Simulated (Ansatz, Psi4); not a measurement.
Input for Ansatz (a quantum-chemistry and plane-wave program):
Ansatz 0.2 input:
```yaml
crystal:
  periodic: [false, false, false]
  atoms:
    - {symbol: C, position_ang: [-0.04504038, -2.31190742, -1.59540500]}
    - {symbol: C, position_ang: [0.22790694, -0.91931420, -1.53625136]}
    - {symbol: Si, position_ang: [0.04080792, 0.16902932, -0.09732877]}
    - {symbol: O, position_ang: [0.18926883, 1.79141942, -0.45205088]}
    - {symbol: C, position_ang: [1.44055666, 2.33595593, -0.65442950]}
    - {symbol: O, position_ang: [1.06600412, 0.07228515, 1.26048838]}
    - {symbol: C, position_ang: [1.07929904, -1.07036143, 2.03851065]}
    - {symbol: O, position_ang: [-1.40314014, 0.02792947, 0.74764931]}
    - {symbol: C, position_ang: [-2.58885233, -0.29182673, 0.11591442]}
    - {symbol: H, position_ang: [-0.57921131, -2.79511640, -0.78860213]}
    - {symbol: H, position_ang: [-0.04878099, -2.83075254, -2.54473373]}
    - {symbol: H, position_ang: [0.70422501, -0.51214466, -2.42672374]}
    - {symbol: H, position_ang: [1.35138235, 3.42845115, -0.68097074]}
    - {symbol: H, position_ang: [2.12964219, 2.04950654, 0.14512242]}
    - {symbol: H, position_ang: [1.86742974, 1.99481581, -1.60617568]}
    - {symbol: H, position_ang: [1.38174196, -1.94344364, 1.44647109]}
    - {symbol: H, position_ang: [0.08590221, -1.27620416, 2.45319170]}
    - {symbol: H, position_ang: [1.79099746, -0.92992504, 2.86104614]}
    - {symbol: H, position_ang: [-3.03449097, 0.58918547, -0.36452225]}
    - {symbol: H, position_ang: [-3.29222912, -0.67756512, 0.86403748]}
    - {symbol: H, position_ang: [-2.42820114, -1.05156685, -0.65426728]}
basis:
  gaussian:
    orbitals: STO-3G
total_charge: -1
magnetization: {spin_polarized: true, initial_magnetization: 1}
correlation: {method: mp2, electrons: outside_noble_gas}
accuracy: high
```

### Question
Give the equivalent Psi4 input.

### Answer
This is not unique; one that fits is 
```
memory 2 GB

molecule {
-1 2
C    -0.04504038   -2.31190742   -1.59540500
C     0.22790694   -0.91931420   -1.53625136
Si    0.04080792    0.16902932   -0.09732877
O     0.18926883    1.79141942   -0.45205088
C     1.44055666    2.33595593   -0.65442950
O     1.06600412    0.07228515    1.26048838
C     1.07929904   -1.07036143    2.03851065
O    -1.40314014    0.02792947    0.74764931
C    -2.58885233   -0.29182673    0.11591442
H    -0.57921131   -2.79511640   -0.78860213
H    -0.04878099   -2.83075254   -2.54473373
H     0.70422501   -0.51214466   -2.42672374
H     1.35138235    3.42845115   -0.68097074
H     2.12964219    2.04950654    0.14512242
H     1.86742974    1.99481581   -1.60617568
H     1.38174196   -1.94344364    1.44647109
H     0.08590221   -1.27620416    2.45319170
H     1.79099746   -0.92992504    2.86104614
H    -3.03449097    0.58918547   -0.36452225
H    -3.29222912   -0.67756512    0.86403748
H    -2.42820114   -1.05156685   -0.65426728
}

set {
  basis sto-3g
  reference uhf
  freeze_core true
  mp2_type conv
  scf_type pk
  puream true
  d_convergence 1e-8
}

energy('mp2')
print_variables()
```

Both were run: Ansatz gave -701.344790 Eh and Psi4 -701.344790 Eh, 0.000 mEh apart.
